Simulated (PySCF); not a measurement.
C2H6Cd, charge +1, doublet (typed; the unrestricted solution is spin-contaminated), geometry from GFN2-xTB (such geometries of metal compounds can be far from the true shape) (a state made from the parent by changing its charge; the spin is typed, not shown lowest) (all electrons, no relativity); HF/3-21G in PySCF.

Here is a job for PySCF.
```python
from pyscf import gto, scf

mol = gto.Mole()
mol.atom = '''
    Cd   -0.000373    0.003440    0.000232
    C     1.731822    0.272763   -1.393984
    H     2.382563   -0.580095   -1.208486
    H     2.178864    1.225476   -1.115331
    H     1.297607    0.275399   -2.392319
    C    -1.729961   -0.289934    1.392828
    H    -2.186480   -1.229659    1.086646
    H    -2.373819    0.573870    1.236471
    H    -1.292009   -0.327068    2.388840
'''
mol.basis = '3-21g'
mol.charge = 1
mol.spin = 1
mol.verbose = 4
mol.build()

mf = scf.UHF(mol)
mf.kernel()
mf.analyze()
```

What the program printed (banner, timings and long lists left out):

```
PySCF version 2.14.0

[INPUT] verbose = 4
[INPUT] num. atoms = 9
[INPUT] num. electrons = 65
[INPUT] charge = 1
[INPUT] spin (= nelec alpha-beta = 2S) = 1
[INPUT] symmetry False subgroup None
[INPUT] Mole.unit = angstrom
[INPUT] Symbol           X                Y                Z      unit          X                Y                Z       unit  Magmom
[INPUT]  1 Cd    -0.000373000000   0.003440000000   0.000232000000 AA   -0.000704867844   0.006500657869   0.000438416461 Bohr   0.0
[INPUT]  2 C      1.731822000000   0.272763000000  -1.393984000000 AA    3.272669276497   0.515447366915  -2.634247982026 Bohr   0.0
[INPUT]  3 H      2.382563000000  -0.580095000000  -1.208486000000 AA    4.502391544522  -1.096220676230  -2.283707565371 Bohr   0.0
[INPUT]  4 H      2.178864000000   1.225476000000  -1.115331000000 AA    4.117456222674   2.315814012227  -2.107670128237 Bohr   0.0
[INPUT]  5 H      1.297607000000   0.275399000000  -2.392319000000 AA    2.452121847318   0.520428684979  -4.520827712593 Bohr   0.0
[INPUT]  6 C     -1.729961000000  -0.289934000000   1.392828000000 AA   -3.269152496179  -0.547895854200   2.632063458626 Bohr   0.0
[INPUT]  7 H     -2.186480000000  -1.229659000000   1.086646000000 AA   -4.131848376839  -2.323718736607   2.053463334354 Bohr   0.0
[INPUT]  8 H     -2.373819000000   0.573870000000   1.236471000000 AA   -4.485867779289   1.084457131104   2.336591550967 Bohr   0.0
[INPUT]  9 H     -1.292009000000  -0.327068000000   2.388840000000 AA   -2.441543160473  -0.618068944109   4.514253355406 Bohr   0.0

nuclear repulsion = 220.101757902026
number of shells = 36
number of NR pGTOs = 129
number of NR cGTOs = 66
basis = 3-21g
ecp = {}

******** <class 'pyscf.scf.uhf.UHF'> ********
method = UHF
initial guess = minao
damping factor = 0
level_shift factor = 0
DIIS = <class 'pyscf.scf.diis.CDIIS'>
diis_start_cycle = 1
diis_space = 8
diis_damp = 0
SCF conv_tol = 1e-09
SCF conv_tol_grad = None
SCF max_cycles = 50
direct_scf = True
direct_scf_tol = 1e-13
number electrons alpha = 33  beta = 32
Set gradient conv threshold to 3.16228e-05
init E= -5507.73023409799

cycle= 1 E= -5518.25373874658  delta_E= -10.5  |g|= 0.276  |ddm|= 1.69
cycle= 2 E= -5518.30726432053  delta_E= -0.0535  |g|= 0.127  |ddm|= 0.404
cycle= 3 E= -5518.31710799231  delta_E= -0.00984  |g|= 0.0378  |ddm|= 0.145
cycle= 4 E= -5518.32064517539  delta_E= -0.00354  |g|= 0.0197  |ddm|= 0.121
cycle= 5 E= -5518.32193228861  delta_E= -0.00129  |g|= 0.00975  |ddm|= 0.0936
cycle= 6 E= -5518.32219679521  delta_E= -0.000265  |g|= 0.00297  |ddm|= 0.0538
cycle= 7 E= -5518.32221271111  delta_E= -1.59e-05  |g|= 0.00105  |ddm|= 0.0112
cycle= 8 E= -5518.32221506696  delta_E= -2.36e-06  |g|= 0.000378  |ddm|= 0.00322
cycle= 9 E= -5518.32221540475  delta_E= -3.38e-07  |g|= 6.1e-05  |ddm|= 0.0017
cycle= 10 E= -5518.32221541173  delta_E= -6.97e-09  |g|= 1.31e-05  |ddm|= 0.000245
cycle= 11 E= -5518.32221541207  delta_E= -3.4e-10  |g|= 2.62e-06  |ddm|= 5.22e-05
Extra cycle  E= -5518.32221541206  delta_E= 1.82e-12  |g|= 1.25e-06  |ddm|= 5.99e-06
converged SCF energy = -5518.32221541206  <S^2> = 0.95664357  2S+1 = 2.1969466
**** SCF Summaries ****
Total Energy =                       -5518.322215412064907
Nuclear Repulsion Energy =             220.101757902025952
One-electron Energy =                -8047.873443036307435
Two-electron Energy =                 2309.449469722216236
Two-electron Coulomb Energy =         2470.126626094088806
DFT Exchange-Correlation Energy =     -160.677156371872570
**** MO energy ****
                             alpha | beta                alpha | beta
MO #1   energy= -949.884409432823  | -949.884897207433  occ= 1 | 1
MO #2   energy= -141.738137486637  | -141.738415601957  occ= 1 | 1
MO #3   energy= -131.462182097357  | -131.461904010393  occ= 1 | 1
MO #4   energy= -131.462182087208  | -131.461903980416  occ= 1 | 1
MO #5   energy= -131.461589577218  | -131.460725563852  occ= 1 | 1
MO #6   energy= -27.9650387169835  | -27.9663565513663  occ= 1 | 1
MO #7   energy= -23.5207081758217  | -23.521489798395   occ= 1 | 1
MO #8   energy= -23.5207081711087  | -23.5214897205053  occ= 1 | 1
MO #9   energy= -23.5190715136459  | -23.5172236093317  occ= 1 | 1
MO #10  energy= -16.3385487073884  | -16.3387264076312  occ= 1 | 1
MO #11  energy= -16.3385486908374  | -16.3387263914531  occ= 1 | 1
MO #12  energy= -16.3363556448138  | -16.3358287311883  occ= 1 | 1
MO #13  energy= -16.3363556215466  | -16.3358285390631  occ= 1 | 1
MO #14  energy= -16.3355401292098  | -16.3337685556309  occ= 1 | 1
MO #15  energy= -11.387689762313   | -11.3717157580844  occ= 1 | 1
MO #16  energy= -11.3875408422492  | -11.3715642686186  occ= 1 | 1
MO #17  energy= -4.69431261022712  | -4.69644675781347  occ= 1 | 1
MO #18  energy= -3.1983201388268   | -3.19496708561261  occ= 1 | 1
MO #19  energy= -3.19382292752297  | -3.19496698113387  occ= 1 | 1
MO #20  energy= -3.19382271843529  | -3.19233792322836  occ= 1 | 1
MO #21  energy= -1.17033616995953  | -1.1049818350465   occ= 1 | 1
MO #22  energy= -1.15278324899592  | -1.08352894393146  occ= 1 | 1
MO #23  energy= -1.01420329275874  | -1.01437311071099  occ= 1 | 1
MO #24  energy= -1.01420293297518  | -1.01437010635997  occ= 1 | 1
MO #25  energy= -1.01005007290932  | -1.01234453520569  occ= 1 | 1
MO #26  energy= -1.01004978817496  | -1.01234424973356  occ= 1 | 1
MO #27  energy= -1.00821736110233  | -0.992658710312325 occ= 1 | 1
MO #28  energy= -0.771212555593306 | -0.75583611107868  occ= 1 | 1
MO #29  energy= -0.771206039128919 | -0.755829994383581 occ= 1 | 1
MO #30  energy= -0.765080589485824 | -0.750019428213294 occ= 1 | 1
MO #31  energy= -0.76507354386737  | -0.750012717561021 occ= 1 | 1
MO #32  energy= -0.637708526261634 | -0.504444385366341 occ= 1 | 1
MO #33  energy= -0.619494169004114 | -0.215479611608524 occ= 1 | 0
MO #34  energy= -0.114483453486359 | -0.109967788880406 occ= 0 | 0
MO #35  energy= -0.0939740054350853 | -0.109962184495    occ= 0 | 0
MO #36  energy= -0.0939630152841464 | -0.0685254056106004 occ= 0 | 0
MO #37  energy= -0.0379265535034161 | -0.0348377488934748 occ= 0 | 0
MO #38  energy= 0.03823829632121   | 0.0345039802728587 occ= 0 | 0
MO #39  energy= 0.0438793075351119 | 0.0345117455478594 occ= 0 | 0
MO #40  energy= 0.0439062219044615 | 0.0792261247839907 occ= 0 | 0
MO #41  energy= 0.162683803977389  | 0.174864042877666  occ= 0 | 0

To work with the spin densities directly, `use mulliken_meta_spin()` only printing them here.

 ** Mulliken spin pop alpha/beta on meta-lowdin orthogonal AOs **
 ** Mulliken Spin Density (per AO)  **
spin_pop of  0 Cd 1s       -0.00000
spin_pop of  0 Cd 2s       -0.00000
spin_pop of  0 Cd 3s       -0.00003
spin_pop of  0 Cd 4s       -0.00015
spin_pop of  0 Cd 5s       -0.43172
spin_pop of  0 Cd 6s        0.00015
spin_pop of  0 Cd 2px       0.00000
spin_pop of  0 Cd 2py       0.00000
spin_pop of  0 Cd 2pz       0.00000
spin_pop of  0 Cd 3px       0.00001
spin_pop of  0 Cd 3py       0.00000
spin_pop of  0 Cd 3pz       0.00001
spin_pop of  0 Cd 4px       0.00019
spin_pop of  0 Cd 4py       0.00004
spin_pop of  0 Cd 4pz       0.00014
spin_pop of  0 Cd 5px       0.00735
spin_pop of  0 Cd 5py      -0.00011
spin_pop of  0 Cd 5pz       0.00465
spin_pop of  0 Cd 6px       0.00171
spin_pop of  0 Cd 6py       0.00005
spin_pop of  0 Cd 6pz       0.00111
spin_pop of  0 Cd 3dxy      0.00000
spin_pop of  0 Cd 3dyz      0.00000
spin_pop of  0 Cd 3dz^2     0.00000
spin_pop of  0 Cd 3dxz      0.00000
spin_pop of  0 Cd 3dx2-y2    0.00000
spin_pop of  0 Cd 4dxy     -0.00007
spin_pop of  0 Cd 4dyz     -0.00009
spin_pop of  0 Cd 4dz^2    -0.00009
spin_pop of  0 Cd 4dxz      0.00076
spin_pop of  0 Cd 4dx2-y2    0.00021
spin_pop of  0 Cd 5dxy      0.00010
spin_pop of  0 Cd 5dyz      0.00011
spin_pop of  0 Cd 5dz^2     0.00008
spin_pop of  0 Cd 5dxz      0.00051
spin_pop of  0 Cd 5dx2-y2    0.00025
spin_pop of  1 C 1s       -0.00001
spin_pop of  1 C 2s        0.06708
spin_pop of  1 C 3s        0.00222
spin_pop of  1 C 2px       0.40434
spin_pop of  1 C 2py       0.03761
spin_pop of  1 C 2pz       0.27207
spin_pop of  1 C 3px       0.00313
spin_pop of  1 C 3py      -0.00001
spin_pop of  1 C 3pz       0.00199
spin_pop of  2 H 1s       -0.02751
spin_pop of  2 H 2s        0.00049
spin_pop of  3 H 1s       -0.02747
spin_pop of  3 H 2s        0.00049
spin_pop of  4 H 1s       -0.02749
spin_pop of  4 H 2s        0.00049
spin_pop of  5 C 1s       -0.00001
spin_pop of  5 C 2s        0.06708
spin_pop of  5 C 3s        0.00222
spin_pop of  5 C 2px       0.40304
spin_pop of  5 C 2py       0.03955
spin_pop of  5 C 2pz       0.27142
spin_pop of  5 C 3px       0.00311
spin_pop of  5 C 3py       0.00001
spin_pop of  5 C 3pz       0.00199
spin_pop of  6 H 1s       -0.02751
spin_pop of  6 H 2s        0.00049
spin_pop of  7 H 1s       -0.02747
spin_pop of  7 H 2s        0.00049
spin_pop of  8 H 1s       -0.02749
spin_pop of  8 H 2s        0.00049
 ** Mulliken Spin Density (per atom)  **
spin density of  0 Cd =     -0.41482
spin density of  1 C =      0.78842
spin density of  2 H =     -0.02702
spin density of  3 H =     -0.02698
spin density of  4 H =     -0.02700
spin density of  5 C =      0.78842
spin density of  6 H =     -0.02702
spin density of  7 H =     -0.02698
spin density of  8 H =     -0.02700
 ** Mulliken pop alpha/beta on meta-lowdin orthogonal AOs **
 ** Mulliken pop       alpha | beta **
In total            33.00000 | 32.00000
 ** Mulliken atomic charges   ( Nelec_alpha | Nelec_beta ) **
charge of  0Cd =      0.98646  (    23.29936     23.71418 )
charge of  1C =     -0.42938  (     3.60890      2.82048 )
charge of  2H =      0.14535  (     0.41381      0.44083 )
charge of  3H =      0.14542  (     0.41380      0.44078 )
charge of  4H =      0.14538  (     0.41381      0.44081 )
charge of  5C =     -0.42938  (     3.60890      2.82048 )
charge of  6H =      0.14535  (     0.41381      0.44083 )
charge of  7H =      0.14542  (     0.41380      0.44078 )
charge of  8H =      0.14538  (     0.41381      0.44081 )

WARN: System has nonzero charge 1; the dipole moment is origin-dependent.
Location of origin: [0. 0. 0.]

Dipole moment(X, Y, Z, Debye): -0.00023,  0.00218,  0.00014
```
